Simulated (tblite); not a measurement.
Compound: C4H9FO3Si.
Atom-mapped SMILES: `[CH3:1][C@@H:2]([O:3][SiH3:4])[C@H:5]([F:6])[C:7](=[O:8])[OH:9]` (hydrogens: H10, H11, H12 on C1; H13 on C2; H14, H15, H16 on Si4; H17 on C5; H18 on O9)

Geometry (GFN2-xTB, Å), atoms numbered from 1 in this order:
```xyz
18
C4H9FO3Si angstrom
C      0.8322    1.5535   -0.5286
C      0.2460    0.3920   -1.3172
O      0.7850   -0.8470   -0.9975
Si     1.5791   -1.4233    0.2948
C     -1.2942    0.3132   -1.1393
F     -1.8492    1.5224   -1.4738
C     -1.6467   -0.0486    0.2962
O     -1.6402    0.7002    1.2305
O     -1.9350   -1.3461    0.3901
H      0.3892    2.4853   -0.8694
H      0.6298    1.4356    0.5325
H      1.9067    1.5893   -0.6859
H      0.4312    0.5566   -2.3901
H      0.8695   -1.2000    1.5584
H      1.6083   -2.8235   -0.0907
H      2.9049   -0.8137    0.4150
H     -1.7129   -0.4425   -1.8131
H     -2.1125   -1.5970    1.3118
```

Computed values, GFN2-xTB/tblite, gas phase, harmonic and unscaled. Against measured fundamentals such values can be off by several per cent, at times by over 20. Modes of hydrogen on silicon can be 10 to 20 % off. One conformer, not necessarily the lowest.

Harmonic wavenumbers (cm⁻¹): 45.3, 59.0, 83.2, 119.0, 152.3, 180.0, 219.7, 228.0, 248.3, 346.7, 374.0, 489.1, 498.6, 607.6, 624.8, 650.6, 666.9, 733.0, 752.1, 757.4, 809.5, 837.4, 845.6, 923.8, 1006.6, 1067.5, 1081.7, 1129.8, 1133.2, 1185.7, 1207.9, 1226.4, 1265.3, 1311.2, 1323.6, 1402.8, 1475.5, 1479.9, 1808.0, 2214.8, 2253.5, 2354.6, 2869.0, 2946.6, 3047.4, 3052.6, 3054.1, 3426.0.

A = 1823, B = 1125, C = 886.9 MHz; mass 152.030 u (most abundant isotopes); point group C1, symmetry number 1.

**Question.** What is the zero-point energy?

**Answer.** Half the sum of the wavenumbers: 27788 cm⁻¹ = 332.41 kJ/mol.

**Question.** What is S at 298.15 K and 1 bar for an ideal gas of classical rigid rotors and harmonic oscillators?

**Answer.** Translation 171.51, rotation 123.68, vibration 143.07: S = 438.3 J/(mol K).

**Question.** And Cp and H(298.15 K) − H(0)?

**Answer.** Cp = 174.56 J/(mol K), of which vibrations give 141.31 (their classical limit is 48 R = 399.1); H(298.15 K) − H(0) = 31.97 kJ/mol without the zero-point energy, 22.06 from vibrations.

**Question.** How do the functions run with temperature in this model?

**Answer.** 
| T (K) | S (J/(mol K)) | Cp (J/(mol K)) | H − H(0) (kJ/mol) | G − H(0) (kJ/mol) | ln q(vib) |
| --- | --- | --- | --- | --- | --- |
| 100 | 303.3 | 87.9 | 5.96 | -24.37 | 2.17 |
| 200 | 377.7 | 131.5 | 16.94 | -58.60 | 5.33 |
| 300 | 439.3 | 175.4 | 32.30 | -99.51 | 8.36 |
| 500 | 547.0 | 247.6 | 75.05 | -198.43 | 14.16 |
| 800 | 679.1 | 313.4 | 160.18 | -383.12 | 22.15 |
| 1000 | 752.2 | 340.9 | 225.77 | -526.42 | 26.97 |

q(vib) and H(0) count from the zero-point level.

**Question.** Blend soft modes into free rotors: weight 1/[1 + (100 cm⁻¹/ν̃)⁴] for the oscillator and the rest for a rotor with moment μB/(μ + B), μ = h/(8π²ν), B = 10⁻⁴⁴ kg m². What vibrational entropy results?

**Answer.** 130.56 J/(mol K) in place of 143.07, which changes −T·S at 298.15 K by +3.73 kJ/mol.

**Question.** What must be added to the electronic energy to get the Gibbs energy at 298.15 K and 1 bar?

**Answer.** ZPE + [H(298.15 K) − H(0)] − T·S = 332.41 + 31.97 − 130.67 = 233.71 kJ/mol.

**Question.** Which modes carry the vibrational entropy at 298.15 K?

**Answer.** 45.3 cm⁻¹: 20.97; 59.0 cm⁻¹: 18.79; 83.2 cm⁻¹: 15.96; 119.0 cm⁻¹: 13.04; 152.3 cm⁻¹: 11.06; 180.0 cm⁻¹: 9.74 J/(mol K); the other 42 give 53.51 together.

Hindered rotation and anharmonicity are outside this model. Other conformers, if any are populated, would add a mixing term that is left out. The structure is chiral; the term R ln 2 for an equal mix with its mirror image is left out.
